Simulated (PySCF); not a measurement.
Species: C4H6F2S2.
SMILES with atom numbers: `[F:1][C@@H:2]1[CH2:3][C@@H:4]([F:5])[S:6][CH2:7][S:8]1` (hydrogens: H9 on C2; H10, H11 on C3; H12 on C4; H13, H14 on C7)

Vertical excitations from PySCF (density fitting, frozen core in the response, grid level 2 and gas phase unless stated; continuum runs use non-equilibrium linear response for the excitations) on a GFN2-xTB geometry. Reference run:

```csv
settings,"S1, eV (f)","S2, eV (f)","S3, eV (f)","S4, eV (f)","S5, eV (f)","S6, eV (f)","T1, eV (Tamm–Dancoff)",mean α (au)
"PBE0/def2-SVPD, energy threshold 1e-07 Eh, start guess huckel, TDA, 25 singlets",5.06 (0.007),5.55 (0.003),5.99 (0.001),6.21 (0.032),6.41 (0.014),6.54 (0.051),4.53,86.8
```

**Question.** What do these settings give: PBE0/ANO-RCC-VDZP, grid level 1, level shift 0.1 Eh, full TDDFT, 12 singlets?

**Answer.** 
| settings | S1, eV (f) | S2, eV (f) | S3, eV (f) | S4, eV (f) | S5, eV (f) | S6, eV (f) | T1, eV (Tamm–Dancoff) | mean α (au) |
| --- | --- | --- | --- | --- | --- | --- | --- | --- |
| PBE0/ANO-RCC-VDZP, grid level 1, level shift 0.1 Eh, full TDDFT, 12 singlets | 4.97 (0.006) | 5.48 (0.002) | 5.96 (0.001) | 6.09 (0.017) | 6.50 (0.021) | 6.64 (0.017) | 4.42 | 77.5 |

S1 moves by -0.09 eV; basis and response scheme change together, so the shift can't be laid on one. States are counted by energy in each run and needn't keep their character from row to row.

ANO-RCC sets were contracted for a scalar-relativistic Hamiltonian, but ran non-relativistically here.

**Question.** Which orbital pairs make up S1 in each run, and how does it sit against the orbital gap?

**Answer.** 
| settings | S1 configurations (weight) | S1 (eV) | orbital gap (eV) | S1 − gap (eV) |
| --- | --- | --- | --- | --- |
| PBE0/def2-SVPD, energy threshold 1e-07 Eh, start guess huckel, TDA, 25 singlets | H→L 0.88 | 5.06 | 6.51 | -1.45 |
| PBE0/ANO-RCC-VDZP, grid level 1, level shift 0.1 Eh, full TDDFT, 12 singlets | H→L 0.89 | 4.97 | 6.48 | -1.51 |

One conformer stands for the species.
